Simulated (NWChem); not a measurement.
System: Si₂H₄OClF; SMILES F[SiH2]O[SiH2]Cl

The following NWChem deck was run.

```
start job
memory heap 200 mb stack 900 mb global 1100 mb
geometry units angstroms noautosym nocenter noautoz
  Si    -0.641034    -1.774322    -0.219153
  F     -0.075707    -2.466288     1.118227
  O      0.259777    -0.441777    -0.563771
  Si     0.940135     0.991803    -0.146398
  Cl    -0.363500     2.105747     1.024644
  H     -2.046837    -1.382645     0.018156
  H     -0.483402    -2.720306    -1.343073
  H      1.200445     1.762031    -1.378943
  H      2.163537     0.769767     0.652338
end
basis spherical
  * library pcsseg-1
end
dft
  xc bhlyp
  iterations 150
end
property
  shielding
end
task dft property
```

Geometry: optimised at B3LYP/6-31G* (spherical d).

GIAO values for the isolated, static molecule; σ is the absolute isotropic shielding, δ = σ(reference) − σ with the isolated reference molecule computed at the same levels (19F: trichlorofluoromethane, 1H: tetramethylsilane, 29Si: tetramethylsilane).

Atoms are numbered as in the input.

Problem. Predict the main results of this run. (BHandHLYP/pcSseg-1, GIAO.) Quantities: δ Si1 (ppm); δ F2 (ppm); δ Si4 (ppm); δ H6 (ppm); δ H7 (ppm); δ H8 (ppm); δ H9 (ppm).

Solution. 
| Quantity | Result |
|---|---|
| δ Si1 (ppm) | -38.2 |
| δ F2 (ppm) | -157.4 |
| δ Si4 (ppm) | -24.8 |
| δ H6 (ppm) | 4.81 |
| δ H7 (ppm) | 4.69 |
| δ H8 (ppm) | 5.17 |
| δ H9 (ppm) | 5.28 |
